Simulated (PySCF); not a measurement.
Compound: FGeH5SSi.
Numbering: `[F:1][GeH2:2][S:3][SiH3:4]` (hydrogens: H5, H6 on Ge2; H7, H8, H9 on Si4)

Geometry (PBE0-D3(BJ)/def2-SVP, Å), atoms numbered from 1 in this order:
```xyz
9
FGeH5SSi angstrom
F      1.621    1.453   -0.544
Ge     1.791   -0.075    0.282
S      0.062   -0.261    1.646
Si    -1.463    0.333    0.236
H      1.771   -1.134   -0.829
H      3.074   -0.023    1.119
H     -1.558    1.814    0.121
H     -2.741   -0.216    0.770
H     -1.166   -0.262   -1.101
```

Computed, not measured: core-valence-separated Tamm–Dancoff BHandHLYP/aug-pcX-1 (pcseg-1 on H, def2-SVPD on Ge, def2-SVPD on Si, def2-SVPD on S) in PySCF, non-relativistic, gas phase, PBE0-D3(BJ)/def2-SVP geometry. The energies are unshifted.

Give energies, oscillator strengths and core holes at the F K edge.

```
E (eV)       f  core hole on  main final orbital
683.27  0.0228            F1       LUMO+1 (39 %)
685.29  0.0064            F1         LUMO (41 %)
685.91  0.0043            F1       LUMO+2 (74 %)
686.42  0.0089            F1       LUMO+4 (46 %)
686.74  0.0021            F1       LUMO+3 (37 %)
687.11  0.0029            F1              spread
687.53  0.0040            F1       LUMO+6 (53 %)
```

The first line with a tenth or more of the strongest one's intensity is at 683.27 eV (f = 0.023), with the hole on F1 (fluorine bonded to Ge). It is also the strongest listed.

Roots within 0.03 eV whose holes lie on the same, on equivalent or on shared atoms are summed into one line, and the highest roots are left out, as the search may have cut off their partners. Final orbitals are the ground state's empty Kohn–Sham orbitals.

What is the summed oscillator strength of the listed F K lines, and their intensity-weighted mean energy?

Σf = 0.051 over 7 lines from 683.27 to 687.53 eV; the weighted mean is 684.97 eV. The strongest line holds 44 % of the sum.

The ionisation thresholds weren't computed; near and above them a finite basis only mimics Rydberg series and continuum. Relativistic effects, spin–orbit coupling among them, are left out although an element past zinc is present.

One conformer stands for the species.
